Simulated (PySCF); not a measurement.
# Indium: highly charged ions in a basis for the neutral atom

In¹⁵⁺ [Ar] 3d10 4s2 4p4, In¹⁶⁺ [Ar] 3d10 4s2 4p3. Computed with PySCF 2.14 in def2-SVP with the def2 core potential (28 electrons), with a scalar-relativistic core potential. No spin-orbit coupling, so a gap to NIST mixes the basis error with missing relativistic terms.

Changed run: basis of the neutral atom used for a highly charged ion. This setting is unsound on purpose.

```json
{"species": "In¹⁵⁺", "method": "UHF", "sound run (hartree)": "not run", "changed run (hartree)": "-106.30728", "converged": "yes"}
{"species": "In¹⁵⁺", "method": "TPSS", "sound run (hartree)": "not run", "changed run (hartree)": "-106.59044", "converged": "yes"}
{"species": "In¹⁵⁺", "method": "B3LYP", "sound run (hartree)": "not run", "changed run (hartree)": "-106.56631", "converged": "yes"}
{"species": "In¹⁶⁺", "method": "UHF", "sound run (hartree)": "not run", "changed run (hartree)": "-91.76786", "converged": "yes"}
{"species": "In¹⁶⁺", "method": "TPSS", "sound run (hartree)": "not run", "changed run (hartree)": "-91.97909", "converged": "yes"}
{"species": "In¹⁶⁺", "method": "B3LYP", "sound run (hartree)": "not run", "changed run (hartree)": "-91.95996", "converged": "yes"}
```

Ionisation energy of In¹⁵⁺:

```csv
method,changed run (eV),NIST (eV)
UHF,395.64,396 ± 3
TPSS,397.59,396 ± 3
B3LYP,397.46,396 ± 3
```

The contracted functions were made for the neutral atom and can be too rigid for a highly charged ion.
